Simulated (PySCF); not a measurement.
## Methyldifluoroisocyanate Silane: full NMR table

```yaml
Formula: C2H3F2NOSi
SMILES: C[Si](F)(F)N=C=O
Degrees_of_unsaturation: 2
Carbon_signals: 2
Proton_signals: 1
```

Structure with atom numbers: `[CH3:1][Si:2]([F:3])([F:4])[N:5]=[C:6]=[O:7]`; H(Xn) means a hydrogen on atom n.

All values are calculated (PySCF): PBE0-D3(BJ)/def2-TZVP geometry, GIAO B97-2/pcSseg-2 shieldings. One conformer, gas phase, no relativistic terms, one averaged value for each set of equivalent atoms.

References, each an isolated molecule treated in the same way: 1H (σref 31.64), 13C (σref 185.38), 29Si (σref 348.46) against TMS; 19F (σref 175.98) vs CFCl3; NH3 for 15N (σref 261.75); 17O (σref 327.66) against H2O.

```tsv
carbon	δC, type	δH (multiplicity)	HMBC from (2–3 bonds)	span of the C tensor (ppm)
C1	-5.0, CH3	0.40 (m)	–	9
C6	125.5, C	–	–	324
```

Other nuclei:
| atoms | nucleus | environment | δ (ppm) | σ (ppm) |
| --- | --- | --- | --- | --- |
| F3/F4 | 19F | fluorine bonded to Si | -144.6 | 320.5 |
| Si2 | 29Si | silicon bonded to C, 2 F, N | -55.2 | 403.7 |
| N5 | 15N | heterocumulene nitrogen | 46.2 | 215.5 |
| O7 | 17O | carbonyl oxygen | 132.1 | 195.6 |

Carbon types of the structure: 1 × C, 1 × CH3, which accounts for all hydrogens. δC 125.5: central carbon of a heterocumulene. δC -5.0: methyl carbon bonded to Si; an electropositive neighbour leaves it electron-rich and shielded. δH 0.40: hydrogen on a methyl carbon bonded to Si; an electropositive neighbour shields it, as in TMS itself.

Splittings by 19F in the carbon and heteronuclear signals aren't shown, as no couplings were computed. Shifts are as computed. Against solution values, carbons near 30 ppm lie about +3 ppm off and those near 130 ppm about +7 ppm. Of 1211 compounds with measured shifts, 218 miss one by over three times the rms of a fit or turn the order of signals round; such compounds aren't used in these exercises. Unscaled 19F shifts against computed CFCl3 carry errors that often reach 10 to 50 ppm. Experimental scales use liquid or dissolved standards, which lie at an offset from isolated NH3 (liquid NH3: subtract about 20 ppm) and H2O (liquid H2O: subtract about 36 ppm).
